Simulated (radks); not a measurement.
Ta39+, 34 electrons, occupied as [Ar] 3d10 4s2 4p4 (the NIST ground configuration). All-electron calculation, non-relativistic Kohn-Sham, PBE, spin-polarised, spherical densities, point nucleus; open shells are filled with parallel spins first (spin-orbit coupling, left out, can overturn this in heavy ions); relativity is left out, which matters for an element this heavy. Program: a radial shooting solver on a logarithmic mesh with Libxc functionals.

Unscreened Slater integrals over Kohn-Sham orbitals (hartree). They are taken over the spin-up orbitals.

\begin{tabular}{lr}
integral & value \\ \hline
F0(4p,4p) & 2.0766 \\
F2(4p,4p) & 1.0859 \\
F0(4p,4s) & 2.0673 \\
G1(4p,4s) & 1.3931 \\
F0(4p,3d) & 2.6379 \\
F2(4p,3d) & 0.75022 \\
G1(4p,3d) & 0.24343 \\
G3(4p,3d) & 0.24539 \\
F0(4s,4s) & 2.0595 \\
F0(4s,3d) & 2.6063 \\
G2(4s,3d) & 0.23180 \\
F0(3d,3d) & 4.9414 \\
F2(3d,3d) & 2.5371 \\
F4(3d,3d) & 1.6367 \\
\end{tabular}

Derived for the open shells (J is the average intra-shell exchange parameter used in DFT+U). 4p: J = F2/5 = 0.2172 hartree.
